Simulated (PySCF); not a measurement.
LDA on Rh- (rhodium, charge -1), [Kr] 4d8 5s2, high-spin 3F determinant. Calculation: PySCF 2.14, in aug-cc-pwCVDZ-PP with ECP28MDF; a scalar-relativistic core potential.

```
cycle= 1 E= -109.946884614003  delta_E= -0.0157  |g|= 0.212  |ddm|= 0.696
cycle= 2 E= -109.908034388322  delta_E= 0.0389  |g|= 0.394  |ddm|= 0.451
cycle= 3 E= -109.959880115711  delta_E= -0.0518  |g|= 0.0265  |ddm|= 0.336
cycle= 4 E= -109.960446718857  delta_E= -0.000567  |g|= 0.00641  |ddm|= 0.0618
cycle= 5 E= -109.960466796158  delta_E= -2.01e-05  |g|= 0.000162  |ddm|= 0.0064
cycle= 6 E= -109.960466807238  delta_E= -1.11e-08  |g|= 1.28e-05  |ddm|= 0.0003
cycle= 7 E= -109.960466807348  delta_E= -1.1e-10  |g|= 3.89e-07  |ddm|= 3.71e-05
converged SCF energy = -109.960466807348  <S^2> = 2.0110754  2S+1 = 3.0073746
```

Highest occupied orbital energy: 0.866 eV; ⟨L²⟩ = 12.01; populations by l: s 4.00, p 6.00, d 8.00, f 0.00.

Task: Can this result be used?

Result: With care. Self-consistency was reached. Energies and moments cover only the electrons outside the core potential. At LDA the highest occupied level has a positive energy, so only the finite basis holds that electron; in a semilocal or global hybrid functional this comes from self-interaction and does not mean that the real anion is unbound.
